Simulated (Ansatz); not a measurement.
Geometry optimisation, Ansatz, RKS PBE0-D4/def2-SVP.

Input file:

```yaml
crystal:
  periodic: [false, false, false]
  atoms:
    - { symbol: Sn, position_ang: [-0.116127, 0.541546, -0.587] }
    - { symbol: O, position_ang: [0.971689, -0.245448, 2.272188] }
    - { symbol: H, position_ang: [0.283097, -0.699485, 2.776215] }
    - { symbol: O, position_ang: [1.601342, -0.439882, -0.548221] }
    - { symbol: H, position_ang: [1.71515, -0.71645, 0.375009] }
    - { symbol: H, position_ang: [-0.146207, 1.354642, -2.089495] }
    - { symbol: H, position_ang: [-1.450238, -0.520846, -0.383938] }
    - { symbol: H, position_ang: [-0.107714, 1.681033, 0.726582] }
    - { symbol: H, position_ang: [0.596608, 0.651391, 2.11486] }
basis:
  gaussian: { orbitals: def2-SVP }
hamiltonian:
  xc: pbe0
  dispersion: d4
relax:
  f_tol: 0.03
  max_steps: 50
```

Launched with:

```bash
$ ansatz run input.yaml --threads 2 --pin off --max-ram 3072MiB --backend cpu --events-out ev --progress --plain --runs-dir out
```

Where does it end, and by what steps?

The forces met the threshold. The force dipped under the threshold on the way, but the program's further checks kept it going. After 18 steps the energy has fallen by 0.090 eV; H9 moved furthest, 0.81 Å.

| step | energy less start (eV) | largest force component (eV/Å) | accepted |
| --- | --- | --- | --- |
| 0 | 0.0000 | 0.778 | yes |
| 1 | -0.0197 | 1.362 | yes |
| 2 | -0.0194 | 1.778 | no |
| 3 | -0.0410 | 1.041 | yes |
| 4 | -0.0565 | 0.919 | yes |
| 5 | -0.0753 | 0.150 | yes |
| 6 | -0.0780 | 0.485 | yes |
| 7 | -0.0829 | 0.152 | yes |
| 8 | -0.0545 | 0.499 | no |
| 9 | -0.0868 | 0.152 | yes |
| 10 | -0.0884 | 0.040 | yes |
| 11 | -0.0897 | 0.015 | yes |
| 12 | -0.0894 | 0.197 | no |
| 13 | -0.0900 | 0.018 | yes |
| 14 | -0.0896 | 0.168 | no |
| 15 | -0.0901 | 0.037 | yes |
| 16 | -0.0901 | 0.059 | yes |
| 17 | -0.0902 | 0.033 | yes |
| 18 | -0.0902 | 0.001 | yes |

```xyz
9
Properties=species:S:1:pos:R:3
Sn -0.130 0.637 -0.654
O 0.839 -0.354 2.200
H 0.202 -0.961 2.591
O 1.626 -0.277 -0.521
H 1.732 -0.498 0.416
H -0.266 1.004 -2.322
H -1.403 -0.408 -0.157
H -0.142 2.079 0.286
H 0.889 0.385 2.816
```

Run time: 39 s on 2 threads of Arm Neoverse V1, on a shared host, peak memory 0.17 GiB.
